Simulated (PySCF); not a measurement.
Question: Write Cartesian coordinates for InChI=1S/C8H11NO/c1-9-7-5-3-4-6-8(7)10-2/h3-5,8H,1,6H2,2H3/t8-/m1/s1 as optimised with PBE0-D3(BJ)/def2-SVP.

Answer: 
```xyz
21
C8H11NO angstrom
C     -1.6572   -2.0042   -1.4074
N     -0.6896   -1.6610   -0.6636
C     -0.5782   -0.3644   -0.1839
C     -1.5871    0.3034    0.4288
C     -1.3815    1.6304    0.9817
C     -0.2640    2.3231    0.6993
C      0.7672    1.7425   -0.2150
C      0.8242    0.2224   -0.1717
O      1.5252   -0.1414    0.9923
C      1.9677   -1.4672    1.0401
H     -2.4172   -1.2860   -1.7699
H     -1.7567   -3.0535   -1.7158
H     -2.5585   -0.1834    0.5519
H     -2.1599    2.0607    1.6168
H     -0.1141    3.3307    1.0957
H      0.5395    2.0565   -1.2522
H      1.7729    2.1241    0.0177
H      1.3704   -0.1520   -1.0606
H      2.5766   -1.5740    1.9489
H      1.1372   -2.1924    1.0723
H      2.5961   -1.7169    0.1620
```

Any rigid rotation of these coordinates is as good. Atoms count from 1 in this order. Of the pairs four or more bonds apart, N2···H20 is among the closest relative to their van der Waals radii: 2.58 Å, 94 % of the sum of Bondi's values. N2 (imine nitrogen) is bent (angle 121.2°). The C–C distances run from 1.345 Å (C5=C6, drawn double) to 1.522 Å (C7–C8, drawn single), a spread of 0.177 Å. The 2 C–N bonds span 1.268 Å (C1=N2, drawn double) to 1.387 Å (N2–C3, drawn single), a spread of 0.119 Å.

Bonds between heavy atoms (Å): C1=N2 1.268, N2–C3 1.387, C3=C4 1.356, C4–C5 1.452, C5=C6 1.345, C6–C7 1.496, C7–C8 1.522, C8–O9 1.407, O9–C10 1.399, C3–C8 1.520.

Method used: PBE0-D3(BJ)/def2-SVP geometry optimisation, gas phase in PySCF 2.14.0.

Point group: C1 (no symmetry element, even within 0.4 Å). Stationary, but not proved a minimum. One conformer, not necessarily the lowest (C1–N2–C3–C4 50°, C7–C8–O9–C10 -165°, C3–C4–C5–C6 12°, C5–C6–C7–C8 -30°, C6–C7–C8–O9 -78°, N2–C3–C8–C7 156°).
